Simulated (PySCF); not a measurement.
## Working with the constants of LiAs⁺

UHF-CCSD(T) constants of LiAs⁺, ⁴Σ⁻ (quartet), unpaired electrons σ ↑, π ↑↑ (PySCF, no relativity, basis sets Li 6-31G(d,p), As 6-31G(d,p); masses 7.0160 and 74.9216 u):

* ωe: 237.2 cm⁻¹
* ωexe: 3.62 cm⁻¹
* Be: 0.34174 cm⁻¹
* αe: 0.00666 cm⁻¹
* D (centrifugal): 2.84e-06 cm⁻¹
* De to Li⁺ + As: 0.418 eV

Question: Give the vibrational terms G(v) and spacings up to v = 6.

Answer: G(v) = ωe(v+½) − ωexe(v+½)².

| v | G(v) (cm⁻¹) | G(v) − G(v−1) | Bv (cm⁻¹) |
| --- | --- | --- | --- |
| 0 | 117.7 |  | 0.3384 |
| 1 | 347.7 | 230.0 | 0.3317 |
| 2 | 570.4 | 222.7 | 0.3251 |
| 3 | 785.9 | 215.5 | 0.3184 |
| 4 | 994.1 | 208.2 | 0.3118 |
| 5 | 1195.1 | 201.0 | 0.3051 |
| 6 | 1388.9 | 193.8 | 0.2984 |

Question: How well does the Morse estimate ωe²/(4ωexe) reproduce De, and what is D0?

Answer: It gives 0.482 eV, 115 % of the computed De. D0 = De − G(0) = 0.418 − 0.015 = 0.403 eV.

Correlated steps freeze 9 core orbitals. Correlated levels converge slowly with the basis: in double zeta they bind strong bonds too weakly, by up to about 1 eV, and carry superposition errors of some tenths. Spin–orbit coupling is left out. For an ion De counts to the pair picked by the measured ionisation energies or electron affinities, which need not be the lowest pair at this level. The state was picked by a PBE0 search and need not be the measured ground state.
